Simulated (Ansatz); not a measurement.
Cl2H4O2Si2 (`O[SiH2]O[SiH](Cl)Cl`), relaxed with RKS PBE0-D4/def2-TZVP in Ansatz 0.2.0 from a PBE-D4/def2-SVP geometry. The force threshold is 0.005 eV/Å; the program also tests the step.

Charge 0, multiplicity 1.

Start:

```xyz
10

O     1.957   -0.963    0.275
Si    0.457   -1.007    0.999
O    -0.376    0.450    0.729
Si   -0.899    1.277   -0.595
Cl    0.293    0.736   -2.226
Cl   -2.850    0.781   -1.051
H     1.937   -0.795   -0.686
H    -0.414   -2.108    0.465
H     0.691   -1.113    2.467
H    -0.795    2.743   -0.377
```

How much energy does the relaxation release, and in how many steps? (Best estimate.)

Computed: 11.69 kJ/mol, in 11 steps, 1 of them rejected.

Which bonds change most? (Best estimate.)

Ansatz gave: Si2–O3 from 1.700 to 1.649 Å; Si4–Cl5 from 2.091 to 2.050 Å; O3–Si4 from 1.646 to 1.607 Å; O1–Si2 from 1.666 to 1.633 Å.

Give the relaxed structure. (An estimate is asked.)

The calculation gave: 
```xyz
10

O     1.978   -0.982    0.366
Si    0.462   -0.979    0.972
O    -0.332    0.419    0.603
Si   -0.918    1.286   -0.617
Cl    0.155    0.879   -2.316
Cl   -2.864    0.800   -0.962
H     2.086   -1.015   -0.586
H    -0.341   -2.100    0.428
H     0.600   -1.030    2.439
H    -0.825    2.722   -0.327
```
